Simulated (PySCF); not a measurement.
Gas-phase reaction: 3 SiF4.NH3 + HSiNH2 ⇌ 4 NH3 + 4 SiF3

Energies from PySCF (xtb for GFN2), thermal terms from the rigid-rotor harmonic-oscillator model, ideal gas at 1 bar. † marks an energy on the PBE0/def2-TZVP geometry and frequencies; other levels use their own. 6-31G* has spherical d functions here. Open shells (unrestricted): SiF3 (multiplicity 2); the rest are closed-shell singlets. GFN2 has no spin-polarisation term. B3LYP is the form with VWN-RPA correlation. Adducts (SiF4.NH3) have no counterpoise correction, and HF, PBE, BLYP, B3LYP and PBE0 lack dispersion. SiF4.NH3, HSiNH2: computed as isolated molecules; such fragments, hydroxides, amides, oligomers or adducts are transient or little studied in the gas. The harmonic model lacks anharmonicity and excited electronic states, which grow with temperature; levels with a mode under 35 cm⁻¹ are left out. Internal rotation in SiF4.NH3, HSiNH2 is treated as a harmonic vibration of one conformer, which makes the entropy rough.

```
level               ΔE electronic, kJ  ΔH°(298 K), kJ  ΔS°(298 K), J/K  ΔG°(800 K), kJ
------------------  -----------------  --------------  ---------------  --------------
B3LYP/6-31G*                      839             808              633             311
B3LYP/def2-TZVP†                  719             689              635             190
GFN2-xTB                          872             855              580             405
M06-2X/def2-TZVP†                 818             788              635             289
PBE0/def2-SVP†                    895             865              635             366
PBE0/def2-TZVP                    756             726              635             227
LDA/def2-TZVP†                    931             901              635             401
ωB97M-V/def2-TZVP†                854             824              635             325
ωB97X-V/def2-TZVP†                822             792              635             293
```
ΔH° is lowest at B3LYP/def2-TZVP† and highest at LDA/def2-TZVP†. No reference value is set beside these.
